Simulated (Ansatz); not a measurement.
Reaction (silylene formation by 1,1-elimination): `C[Si](N)(F)BO` → `N[Si]F` + `CBO`

Program: Ansatz. Geometries: PBE0-D4/def2-TZVP. ΔE: electronic, gas phase. CBS: MP2 limit from def2 TZ/QZ plus the TZ coupled-cluster correction, frozen cores. This one scheme is used for every species. Functionals use def2-TZVPP. Each species was taken in one conformer, which may not be the lowest.

`C[Si](N)(F)BO`:

```xyz
13

C    -1.019   -1.605    0.304
Si   -0.460    0.165    0.166
N    -0.686    0.701   -1.437
F    -1.371    0.974    1.236
B     1.464    0.550    0.683
O     2.142    1.451   -0.067
H    -2.063   -1.707   -0.005
H    -0.944   -1.957    1.335
H    -0.414   -2.258   -0.329
H    -0.193    1.511   -1.776
H    -1.526    0.526   -1.963
H     2.027    0.038    1.619
H     3.041    1.611    0.233
```

`N[Si]F`:

Cartesian coordinates in Å:
```
N 0.025 0.336 -0.492
Si 0.182 0.241 1.200
F -0.158 -1.335 1.385
H -0.216 -0.438 -1.096
H 0.168 1.196 -0.997
```

`CBO`:

```xyz
8

C    -0.060    1.002    0.074
B     0.239   -0.516   -0.114
O    -0.720   -1.427    0.190
H    -1.064    1.202    0.451
H     0.072    1.533   -0.876
H     0.669    1.448    0.759
H     1.304   -0.909   -0.524
H    -0.440   -2.333    0.040
```

(1) Is it downhill or uphill in electronic energy at CCSD(T)/CBS, and by how much? (An estimate is asked.)

(2) What do these levels give: r2SCAN, HF/def2-TZVPP, CCSD(T)/def2-TZVPP, MP2/def2-QZVPP, HF/CBS(def2), CCSD/CBS(def2)? (Best estimate.)

Largest T1 diagnostic among the species: 0.014.

Answers

(1) Computed: Uphill: ΔE = +1.04 eV.

(2) Ansatz gave: r2SCAN 1.10, HF/def2-TZVPP 0.89, CCSD(T)/def2-TZVPP 1.00, MP2/def2-QZVPP 1.11, HF/CBS(def2) 0.88, CCSD/CBS(def2) 1.03 eV.

The D4 term adds +0.18 eV with B3LYP and +0.10 eV with PBE0; it sums over pairs of atoms, weighted by their polarisabilities, and B3LYP, whose exchange is more repulsive, gets the larger term. In def2-TZVPP, CCSD(T) changes the Hartree–Fock value by +0.11 eV (the triples alone add +0.02 eV) and MP2 by +0.20 eV. From PBE to PBE0 (25 % exact exchange), in def2-TZVPP and without D4, ΔE moves by +0.14 eV.

B3LYP here is the variant with VWN-RPA as its local correlation; programs differ in this.
